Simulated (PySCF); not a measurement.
HClSi, triplet, geometry from GFN2-xTB (the spin is typed, not shown lowest); CASSCF(8,9)/6-31G (PySCF).

The PySCF input:
```python
from pyscf import gto, scf, mcscf
import numpy

mol = gto.M(
    atom='''
Si    0.867279   -0.235154    0.573267
H     2.082289   -0.468994   -0.181047
Cl   -0.836717    0.221244   -0.461452
''',
    basis='6-31g',
    charge=0,
    spin=2,
    verbose=4,
)

mf = scf.ROHF(mol)
mf.kernel()
mc = mcscf.CASSCF(mf, 9, 8)
mc.fix_spin_(ss=2.0)
mc.kernel()
occ = numpy.linalg.eigvalsh(mc.fcisolver.make_rdm1(mc.ci, mc.ncas, mc.nelecas))[::-1]
ss = mc.fcisolver.spin_square(mc.ci, mc.ncas, mc.nelecas)[0]
print('natural occupations', occ.round(4), ' <S^2>', round(ss, 4))
```

Problem. Predict the main parts of the log of this PySCF run.

Solution. 
```
PySCF version 2.14.0

[INPUT] verbose = 4
[INPUT] num. atoms = 3
[INPUT] num. electrons = 32
[INPUT] charge = 0
[INPUT] spin (= nelec alpha-beta = 2S) = 2
[INPUT] symmetry False subgroup None
[INPUT] Mole.unit = angstrom
[INPUT] Symbol           X                Y                Z      unit          X                Y                Z       unit  Magmom
[...]
nuclear repulsion = 69.6811479928025
number of shells = 16
number of NR pGTOs = 96
number of NR cGTOs = 28
basis = 6-31g
ecp = {}

******** <class 'pyscf.scf.rohf.ROHF'> ********
method = ROHF
initial guess = minao
damping factor = 0
level_shift factor = 0
DIIS = <class 'pyscf.scf.diis.CDIIS'>
diis_start_cycle = 1
diis_space = 8
diis_damp = 0
SCF conv_tol = 1e-09
SCF conv_tol_grad = None
SCF max_cycles = 50
direct_scf = True
direct_scf_tol = 1e-13
num. doubly occ = 15  num. singly occ = 2
Set gradient conv threshold to 3.16228e-05
init E= -748.905189015455
[...]
cycle= 1 E= -748.844499695893  delta_E= 0.0607  |g|= 0.206  |ddm|= 1.32
[...]
cycle= 2 E= -748.87768329214  delta_E= -0.0332  |g|= 0.0789  |ddm|= 0.525
[...]
cycle= 3 E= -748.88299377124  delta_E= -0.00531  |g|= 0.0283  |ddm|= 0.141
[...]
cycle= 4 E= -748.883883781341  delta_E= -0.00089  |g|= 0.00633  |ddm|= 0.0673
[...]
cycle= 5 E= -748.883958956731  delta_E= -7.52e-05  |g|= 0.00133  |ddm|= 0.0246
[...]
cycle= 6 E= -748.883961029756  delta_E= -2.07e-06  |g|= 0.000327  |ddm|= 0.00441
[...]
cycle= 7 E= -748.88396114951  delta_E= -1.2e-07  |g|= 5.63e-05  |ddm|= 0.00119
[...]
cycle= 8 E= -748.88396115313  delta_E= -3.62e-09  |g|= 8.49e-06  |ddm|= 0.00016
[...]
cycle= 9 E= -748.883961153214  delta_E= -8.36e-11  |g|= 1.74e-06  |ddm|= 2.71e-05
[...]
Extra cycle  E= -748.883961153217  delta_E= -3.07e-12  |g|= 6.08e-07  |ddm|= 4.23e-06
converged SCF energy = -748.883961153217

******** <class 'pyscf.mcscf.mc1step.CASSCF'> ********
CAS (5e+3e, 9o), ncore = 12, nvir = 7
max_cycle_macro = 50
max_cycle_micro = 4
conv_tol = 1e-07
conv_tol_grad = None
orbital rotation max_stepsize = 0.02
orbital rotation threshold for CI restart = 0.01
augmented hessian ah_max_cycle = 30
augmented hessian ah_conv_tol = 1e-12
augmented hessian ah_linear dependence = 1e-14
augmented hessian ah_level shift = 1e-08
augmented hessian ah_start_tol = 2.5
augmented hessian ah_start_cycle = 3
augmented hessian ah_grad_trust_region = 3
kf_trust_region = 3
kf_interval = 4
ci_response_space = 4
ci_grad_trust_region = 3
with_dep4 0
natorb = False
canonicalization = True
[...]
CASCI E = -748.891542779318  S^2 = 2.0000000
[...]
               |grad[o]|=0.00409  |grad[c]|=0.005  |ddm|=0.00542  |maxRot[o]|=0.237
macro iter  11 ( 19 JK    4 micro), CASSCF E = -748.922118641375  dE =  7.74410432e-06  S^2 = 2.0000000
               |grad[o]|=0.000897  |grad[c]|=0.00645  |ddm|=0.00455  |maxRot[o]|=0.154
macro iter  12 ( 21 JK    4 micro), CASSCF E = -748.922211099301  dE = -9.24579257e-05  S^2 = 2.0000000
               |grad[o]|=0.00213  |grad[c]|=0.00292  |ddm|=0.0012  |maxRot[o]|=0.0843
macro iter  13 ( 16 JK    3 micro), CASSCF E = -748.922265227125  dE = -5.41278238e-05  S^2 = 2.0000000
               |grad[o]|=0.000669  |grad[c]|=0.00312  |ddm|=0.00197  |maxRot[o]|=0.131
macro iter  14 ( 16 JK    4 micro), CASSCF E = -748.922300584324  dE = -3.53571991e-05  S^2 = 2.0000000
               |grad[o]|=0.000355  |grad[c]|=0.00185  |ddm|=0.00128  |maxRot[o]|=0.136
macro iter  15 (  7 JK    2 micro), CASSCF E = -748.922305361554  dE = -4.77723017e-06  S^2 = 2.0000000
               |grad[o]|=0.000176  |grad[c]|=0.00107  |ddm|=0.00036  |maxRot[o]|=0.0354
macro iter  16 (  5 JK    1 micro), CASSCF E = -748.922306531839  dE = -1.17028492e-06  S^2 = 2.0000000
               |grad[o]|=8.24e-05  |grad[c]|=0.000776  |ddm|=0.000134  |maxRot[o]|=0.0135
macro iter  17 (  4 JK    1 micro), CASSCF E = -748.922307150047  dE = -6.18208219e-07  S^2 = 2.0000000
               |grad[o]|=5.54e-05  |grad[c]|=0.000562  |ddm|=0.000104  |maxRot[o]|=0.0103
macro iter  18 (  3 JK    1 micro), CASSCF E = -748.922307475277  dE = -3.25230417e-07  S^2 = 2.0000000
               |grad[o]|=4.12e-05  |grad[c]|=0.000406  |ddm|=7.59e-05  |maxRot[o]|=0.00727
macro iter  19 (  3 JK    1 micro), CASSCF E = -748.922307647255  dE = -1.71977831e-07  S^2 = 2.0000000
               |grad[o]|=2.87e-05  |grad[c]|=0.000295  |ddm|=5.71e-05  |maxRot[o]|=0.00522
macro iter  20 (  3 JK    1 micro), CASSCF E = -748.922307740467  dE = -9.32120656e-08  S^2 = 2.0000000
               |grad[o]|=3.2e-05  |grad[c]|=0.000218  |ddm|=4.22e-05  |maxRot[o]|=0.0037
1-step CASSCF converged in  20 macro (304 JK  62 micro) steps
CASSCF canonicalization
Density matrix diagonal elements [1.9765328  1.98773587 1.9860433  1.00324379 1.00277979 0.02109881
 0.01026618 0.00990225 0.00239722]
CASSCF energy = -748.922307740467
CASCI E = -748.922307740467  E(CI) = -13.7683065501573  S^2 = 2.0000000
natural occupations [1.9883 1.9874 1.9761 1.0026 1.0023 0.0223 0.01   0.009  0.002 ]  <S^2> 2.0
```
